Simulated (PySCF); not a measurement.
Mn(O)2(OH)3 (H₃MnO₅), SMILES [O]=[Mn](=[O])([OH])([OH])[OH], multiplicity 1.

Geometry: B3LYP-D3(BJ)/def2-SVP. The spin state was assumed, not searched. The values are those of a single conformer.

The numbers are results of B3LYP-D3(BJ)/def2-SVP (PySCF 2.14.0), not measurements.

Frequencies are harmonic and unscaled.

```json
[
 {"mode": "1", "ν (cm⁻¹)": "88", "IR (km/mol)": "0.3", "moving atoms (share of kinetic energy)": "O 98 %"},
 {"mode": "2", "ν (cm⁻¹)": "252", "IR (km/mol)": "24.9", "moving atoms (share of kinetic energy)": "O 70 %, H 18 %, Mn 12 %"},
 {"mode": "3", "ν (cm⁻¹)": "303", "IR (km/mol)": "10.8", "moving atoms (share of kinetic energy)": "O 90 %, H 8 %"},
 {"mode": "4", "ν (cm⁻¹)": "323", "IR (km/mol)": "41.6", "moving atoms (share of kinetic energy)": "H 69 %, O 22 %, Mn 8 %"},
 {"mode": "5", "ν (cm⁻¹)": "349", "IR (km/mol)": "2.1", "moving atoms (share of kinetic energy)": "O 63 %, Mn 21 %, H 16 %"},
 {"mode": "6", "ν (cm⁻¹)": "353", "IR (km/mol)": "9.9", "moving atoms (share of kinetic energy)": "O 72 %, Mn 19 %, H 9 %"},
 {"mode": "7", "ν (cm⁻¹)": "417", "IR (km/mol)": "10.4", "moving atoms (share of kinetic energy)": "O 75 %, Mn 14 %, H 11 %"},
 {"mode": "8", "ν (cm⁻¹)": "440", "IR (km/mol)": "46.4", "moving atoms (share of kinetic energy)": "O 57 %, H 35 %, Mn 8 %"},
 {"mode": "9", "ν (cm⁻¹)": "465", "IR (km/mol)": "79.5", "moving atoms (share of kinetic energy)": "H 53 %, O 46 %"},
 {"mode": "10", "ν (cm⁻¹)": "514", "IR (km/mol)": "1.2", "moving atoms (share of kinetic energy)": "O 93 %"},
 {"mode": "11", "ν (cm⁻¹)": "601", "IR (km/mol)": "70.6", "moving atoms (share of kinetic energy)": "H 87 %, O 12 %"},
 {"mode": "12", "ν (cm⁻¹)": "615", "IR (km/mol)": "51.6", "moving atoms (share of kinetic energy)": "O 71 %, Mn 24 %"},
 {"mode": "13", "ν (cm⁻¹)": "672", "IR (km/mol)": "68.1", "moving atoms (share of kinetic energy)": "O 81 %, Mn 15 %"},
 {"mode": "14", "ν (cm⁻¹)": "939", "IR (km/mol)": "141.0", "moving atoms (share of kinetic energy)": "H 78 %, O 21 %"},
 {"mode": "15", "ν (cm⁻¹)": "974", "IR (km/mol)": "144.3", "moving atoms (share of kinetic energy)": "H 80 %, O 19 %"},
 {"mode": "16", "ν (cm⁻¹)": "1044", "IR (km/mol)": "72.3", "moving atoms (share of kinetic energy)": "O 58 %, Mn 22 %, H 20 %"},
 {"mode": "17", "ν (cm⁻¹)": "1057", "IR (km/mol)": "172.8", "moving atoms (share of kinetic energy)": "H 63 %, O 30 %"},
 {"mode": "18", "ν (cm⁻¹)": "1099", "IR (km/mol)": "49.8", "moving atoms (share of kinetic energy)": "O 49 %, H 31 %, Mn 20 %"},
 {"mode": "19", "ν (cm⁻¹)": "3681", "IR (km/mol)": "117.7", "moving atoms (share of kinetic energy)": "H 94 %"},
 {"mode": "20", "ν (cm⁻¹)": "3732", "IR (km/mol)": "167.3", "moving atoms (share of kinetic energy)": "H 94 %"},
 {"mode": "21", "ν (cm⁻¹)": "3777", "IR (km/mol)": "79.8", "moving atoms (share of kinetic energy)": "H 94 %"}
]
```
